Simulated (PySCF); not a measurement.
Species: C8H15PS.
Numbering: `[CH3:1][CH2:2][C:3]1=[C:4]([CH3:5])[CH2:6][P@:7]([CH3:8])(=[S:9])[CH2:10]1` (hydrogens: H11, H12, H13 on C1; H14, H15 on C2; H16, H17, H18 on C5; H19, H20 on C6; H21, H22, H23 on C8; H24, H25 on C10)

Method: PBE0-D3(BJ)/def2-SVP geometry optimisation, gas phase in PySCF 2.14.0.

Problem. List the bond lengths, angles and torsions at this level.

Solution. 
```json
{"bond": "C1–C2", "length (Å)": "1.527", "order": "single"}
{"bond": "C2–C3", "length (Å)": "1.501", "order": "single"}
{"bond": "C3=C4", "length (Å)": "1.352", "order": "double"}
{"bond": "C4–C5", "length (Å)": "1.494", "order": "single"}
{"bond": "C4–C6", "length (Å)": "1.508", "order": "single"}
{"bond": "C6–P7", "length (Å)": "1.841", "order": "single"}
{"bond": "P7–C8", "length (Å)": "1.822", "order": "single"}
{"bond": "P7=S9", "length (Å)": "1.944", "order": "double"}
{"bond": "P7–C10", "length (Å)": "1.841", "order": "single"}
{"bond": "C3–C10", "length (Å)": "1.509", "order": "single"}
{"bond": "C1–H11, C1–H12, C1–H13", "length (Å)": "1.101", "order": "single"}
{"bond": "C2–H14", "length (Å)": "1.104", "order": "single"}
{"bond": "C2–H15", "length (Å)": "1.100", "order": "single"}
{"bond": "C5–H16, C5–H17, C5–H18", "length (Å)": "1.101", "order": "single"}
{"bond": "C6–H19", "length (Å)": "1.104", "order": "single"}
{"bond": "C6–H20", "length (Å)": "1.102", "order": "single"}
{"bond": "C8–H21, C8–H22, C8–H23", "length (Å)": "1.099", "order": "single"}
{"bond": "C10–H24", "length (Å)": "1.104", "order": "single"}
{"bond": "C10–H25", "length (Å)": "1.102", "order": "single"}
```

Bonds in one row agree within 0.01 Å and their mean is given. Orders are formal, as drawn. A selection of angles:
```json
{"angle": "C1–C2–C3", "degrees": "112.7"}
{"angle": "C2–C3–C4", "degrees": "126.2"}
{"angle": "C2–C3–C10", "degrees": "118.0"}
{"angle": "C4–C3–C10", "degrees": "115.8"}
{"angle": "C3–C4–C5", "degrees": "126.6"}
{"angle": "C3–C4–C6", "degrees": "115.8"}
{"angle": "C5–C4–C6", "degrees": "117.6"}
{"angle": "C4–C6–P7", "degrees": "104.5"}
{"angle": "C6–P7–C8", "degrees": "104.1"}
{"angle": "C6–P7–S9", "degrees": "119.0"}
{"angle": "C6–P7–C10", "degrees": "92.7"}
{"angle": "C8–P7–S9", "degrees": "114.6"}
{"angle": "C8–P7–C10", "degrees": "103.8"}
{"angle": "S9–P7–C10", "degrees": "119.4"}
{"angle": "C3–C10–P7", "degrees": "104.5"}
```

Torsions: C1–C2–C3–C4 -102° (anticlinal); C2–C3–C4–C5 -1° (synperiplanar); C3–C4–C6–P7 -17° (synperiplanar); C4–C6–P7–C8 -82° (synclinal); C6–P7–C10–C3 -23° (synperiplanar); C2–C3–C10–P7 -162° (antiperiplanar).

The 5-membered ring C3–C4–C6–P7–C10 has internal angles of 92.7° to 115.8° (sum 533°, against 540° for a flat polygon); it is puckered, 0.13 Å rms from its mean plane, widest ring torsion 23°. The C–C distances run from 1.352 Å (C3=C4, drawn double) to 1.527 Å (C1–C2, drawn single), a spread of 0.175 Å. P7 (phosphorus bonded to 3 C and S) has angles from 92.7° to 119.4°. Of the pairs four or more bonds apart, H15···H17 is among the closest relative to their van der Waals radii: 2.04 Å, 85 % of the sum of Bondi's values.

Point group: C1 (no symmetry element, even within 0.4 Å). No frequency check. The numbers are those of one conformer.
